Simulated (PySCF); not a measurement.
Species: `C=C(C)[Si@H](Cl)S[SiH3]`. The columns A, B, C and D hold Mulliken, IAO, Hirshfeld and ESP-fitted charges (e) of one PBE0/pcSseg-1 density (PySCF), in a shuffled order. Coordinates in Å (GFN2-xTB); the density's dipole moment is (-0.06, 0.12, -0.81) D.

```csv
atom,x,y,z,A,B,C,D
C1,-2.084,-1.555,-0.678,-0.090,-0.291,-0.637,-0.079
C2,-1.449,-0.548,-0.092,-0.081,-0.249,+0.368,-0.619
C3,-2.190,0.611,0.500,-0.121,-0.419,-0.531,-0.169
Si4,0.437,-0.556,0.006,+0.330,+0.836,+0.077,+0.811
Cl5,1.083,-2.057,1.202,-0.116,-0.308,-0.126,-0.298
S6,1.038,1.358,0.789,-0.169,-0.439,-0.328,-0.560
Si7,3.173,1.197,0.970,+0.302,+0.558,+0.384,+0.477
H8,-1.560,-2.394,-1.105,+0.046,+0.147,+0.232,+0.115
H9,-3.160,-1.585,-0.751,+0.050,+0.149,+0.231,+0.115
H10,-2.019,0.654,1.575,+0.044,+0.158,+0.164,+0.140
H11,-3.258,0.528,0.314,+0.048,+0.146,+0.148,+0.118
H12,-1.821,1.544,0.081,+0.039,+0.156,+0.162,+0.141
H13,1.076,-0.736,-1.293,-0.076,-0.125,+0.015,-0.025
H14,3.548,2.531,1.401,-0.063,-0.096,-0.040,-0.061
H15,3.701,0.852,-0.344,-0.070,-0.116,-0.063,-0.062
H16,3.479,0.164,1.949,-0.071,-0.108,-0.054,-0.044
```

Q: Which column most likely holds the ESP-fitted charges?

A: C. Σ q r misses the density's dipole by 0.05 D (C), 0.47 D (A), 1.15 D (B), 1.80 D (D). Charges fitted to the outside potential are the only set here that is tied to the molecule's multipoles.

Q: And the Hirshfeld charges?

A: A. The mean sizes are 0.107 e (A), 0.222 e (C), 0.240 e (D), 0.269 e (B), and Hirshfeld charges are commonly the smallest of these schemes.

As computed, A = Hirshfeld, B = IAO, C = ESP-fitted, D = Mulliken. Hydrogens on carbon: Hirshfeld +0.04 to +0.05, IAO +0.15 to +0.16, ESP-fitted +0.15 to +0.23, Mulliken +0.12 to +0.14 e.

The Hirshfeld scheme divides the density at each point in proportion to the densities of the neutral, spherically averaged free atoms. The Mulliken scheme counts on each atom the diagonal of the density matrix times the overlap matrix over that atom's basis functions.

One conformer (not necessarily the lowest) at the GFN2-xTB geometry, without solvent, vibrations or thermal averaging. GFN2-xTB frequencies show an imaginary mode (24i cm⁻¹), so this geometry is no minimum at that level.

Shape of the structure used: `[CH2:1]=[C:2]([CH3:3])[Si@H:4]([Cl:5])[S:6][SiH3:7]`: C1–C2–Si4–Cl5 -66°, C2–Si4–S6–Si7 177°.
